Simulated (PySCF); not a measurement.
Sn(H)2(Cl)(OH) (ClH₃OSn), SMILES [OH][SnH2][Cl]. The structure is a stationary point at B3LYP-D3(BJ)/def2-SVP. The def2 effective core potentials stand for the cores of Sn; spin–orbit coupling is left out. Other conformers were not sampled.

These are B3LYP-D3(BJ)/def2-SVP run with PySCF values and carry that method's errors.

Harmonic wavenumbers (cm⁻¹): 131, 202, 365, 431, 515, 620, 655, 671, 857, 1914, 1959, 3826. Rotational constants (GHz): 9.081, 2.695, 2.164; symmetry number 1.

Problem. Work out the zero-point energy and the ideal-gas rigid-rotor harmonic-oscillator thermochemistry at 298.15 K and 1 atm.

Solution. ZPE = ½ Σ hcν = ½ × 12144 cm⁻¹ = 17.36 kcal/mol. H − E(el) = 21.33 kcal/mol. Entropy in cal/(mol K): translation 41.35, rotation 26.21, vibration 8.92, total 76.49. G − E(el) = -1.48 kcal/mol. Cp = 19.26 cal/(mol K). Modes under 150 cm⁻¹ make the vibrational entropy uncertain.
